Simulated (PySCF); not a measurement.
CH₄NO, SMILES C(N)=[OH+], charge +1.

The structure is a stationary point at B3LYP-D3(BJ)/def2-TZVP. The isomer is the one that the SMILES or the coordinates give; other isomers of the formula were not compared. One conformer was computed; it need not be the lowest.

Two levels are set side by side: PBE/def2-TZVPD (PySCF) and PBE0/def2-TZVPD (PySCF). Same geometry, gas phase. Differences are taken from unrounded values.

| quantity | PBE |
|---|---|
| orbital gap (eV) | 6.27 |
| highest occupied level (eV) | -14.61 |
| lowest empty level (eV) | -8.34 |
| mean polarisability (bohr³) | 23.0 |

### Question
These are the PBE values. What does PBE0 give? (An estimate is asked for; the answer gives what the named calculation found.)

### Answer

```tsv
quantity	PBE0	PBE minus PBE0
orbital gap (eV)	8.88	-2.61
highest occupied level (eV)	-16.08	1.46
lowest empty level (eV)	-7.19	-1.15
mean polarisability (bohr³)	22.3	0.7
```

PBE's occupied levels lie high since its potential decays too fast outside the molecule; exact exchange lowers them and widens the gap. PBE's more diffuse valence density responds more strongly to a field. Differences between two approximate levels are no errors against the true value.

Rough cost on one machine, each run with all the roots and properties that it gave: PBE0 against PBE within a factor of 2.
